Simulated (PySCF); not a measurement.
SeCl₃, SMILES Cl[Se+](Cl)Cl, charge +1. Geometry: ωB97X-D3(BJ)/def2-SVP. The multiplicity is an assumed one; other spin states were not compared. The isomer is the one that the SMILES or the coordinates give; other isomers of the formula were not compared.

Problem. Give the equilibrium geometry at ωB97X-D3(BJ)/def2-SVP (PySCF confirms it by a frequency run) as bond lengths and angles, and its point group. (An estimate is asked for; the answer gives what the named calculation found.)

Solution. point group C3v.
Atoms: Se1 Cl2 Cl3 Cl4. Bonds (Å): Se1–Cl2 2.105, Se1–Cl3 2.105, Se1–Cl4 2.105. Bond angles (°): Cl2–Se1–Cl3 101.1, Cl2–Se1–Cl4 101.1, Cl3–Se1–Cl4 101.1.
Charge +1, spin multiplicity 1.
